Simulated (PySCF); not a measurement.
Species: C7H8O.
Atom-mapped SMILES: `[OH:1][C@H:2]1[C@H:3]2[CH:4]=[CH:5][C@@H:6]1[CH:7]=[CH:8]2` (hydrogens: H9 on O1; H10 on C2; H11 on C3; H12 on C4; H13 on C5; H14 on C6; H15 on C7; H16 on C8)

Level: PBE0/def2-SVPD in PySCF, non-relativistic, on one gas-phase PBE0-D3(BJ)/def2-SVP geometry that isn't relaxed in the solvent. The solvent is an IEF-PCM continuum (cavity from Bondi-type radii × 1.2). Only the electrostatic response of the medium enters.

Gas phase at PBE0/def2-SVPD: HOMO -6.92 eV, LUMO -0.65 eV, dipole 1.63 D.

Task: What does the continuum do to the energy, the frontier levels and the dipole at PBE0/def2-SVPD in chloroform and acetonitrile?

Result: 
```json
{"solvent": "chloroform", "ε": "4.711", "E(solvent) − E(gas) (kcal/mol)": "-3.41", "polarisation term (kcal/mol)": "-3.68", "distortion of the solute (kcal/mol)": "0.27", "HOMO (eV)": "-6.84", "LUMO (eV)": "-0.56", "dipole (D)": "1.90"}
{"solvent": "acetonitrile", "ε": "35.69", "E(solvent) − E(gas) (kcal/mol)": "-4.74", "polarisation term (kcal/mol)": "-5.29", "distortion of the solute (kcal/mol)": "0.55", "HOMO (eV)": "-6.83", "LUMO (eV)": "-0.54", "dipole (D)": "1.99"}
```

The first energy column is the sum of the next two and covers electrostatics alone. From chloroform to acetonitrile the lowering changes by a factor 1.39, Onsager's factor (ε − 1)/(2ε + 1) by 1.35 and ε itself by 7.6.

Task: Which radius a makes the point-dipole formula ΔE = −[(ε − 1)/(2ε + 1)]·μ²/a³ give the value in acetonitrile, with the gas-phase dipole?

Result: μ = 0.640 au and |ΔE| = 0.00755 Eh give a = 1.57 Å; the farthest nucleus lies 2.73 Å from the centroid of the nuclei, so such a sphere wouldn't even hold the nuclei. The formula assumes a rigid point dipole at the centre of a sphere.

Task: How does the static polarisability (PBE0/def2-SVPD, frozen core, with the continuum's full static response) change?

Result: 
```
      medium  isotropic (au)  principal values (au)  ⟨r²⟩ of the electrons (bohr²)
         gas            76.9       70.0, 79.8, 81.0                          714.8
  chloroform            97.2      87.6, 99.2, 104.7                          714.5
acetonitrile           107.1     96.5, 108.1, 116.7                          714.4
```

The isotropic value in acetonitrile is 1.39 times the gas-phase one; no cavity-field correction is applied. ⟨r²⟩ is taken about the centre of nuclear charge.

The run took 73 s on one thread of an Arm Neoverse N1, no GPU, shared host with 64 logical CPUs at a one-minute load of 61, and the process peaked at 1.1 GiB of memory. This is the whole response run at PBE0/def2-SVPD in acetonitrile, SCF included.
